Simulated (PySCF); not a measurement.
# Electron affinity of Pb by level of theory

Pb⁻ [Xe] 4f14 5d10 6s2 6p3 (4S) → Pb [Xe] 4f14 5d10 6s2 6p2 (3P), as a difference of total energies. All numbers are calculated (PySCF 2.14, a scalar-relativistic core potential, in aug-cc-pVDZ-PP with ECP60MDF). Correlated levels: valence: 5s2 5p6 5d10 frozen. The calculations carry no spin-orbit coupling.

```
           method  electron affinity (eV)  difference from reference (eV)
              UHF                   0.882                          +0.525
              LDA                   1.490                          +1.133
              PBE                   1.328                          +0.971
             PBE0                   1.312                          +0.955
           r2SCAN                   1.419                          +1.062
          wB97M-V                   1.181                          +0.824
        BHandHLYP                   1.111                          +0.754
             BLYP                   1.143                          +0.786
          wB97X-V                   1.058                          +0.701
             ROHF                   0.889                          +0.532
    MP2 (valence)                   1.172                          +0.815
SCS-MP2 (valence)                   1.051                          +0.694
```

Reference: 0.357 eV (measured; photodetachment measurements, as compiled on the Wikipedia data page of electron affinities).

Spin-orbit coupling is strong in these open shells (close to jj coupling). The scalar numbers leave it out and a first-order estimate fails, so it can dominate the gap to the real levels.

Errors of the correlated levels include the incompleteness of this basis and the frozen core.

In the anion the highest occupied orbital energy is positive at LDA, PBE, PBE0, r2SCAN, BLYP, a self-interaction effect; the basis confines that electron, and the energy difference can still be sensible.
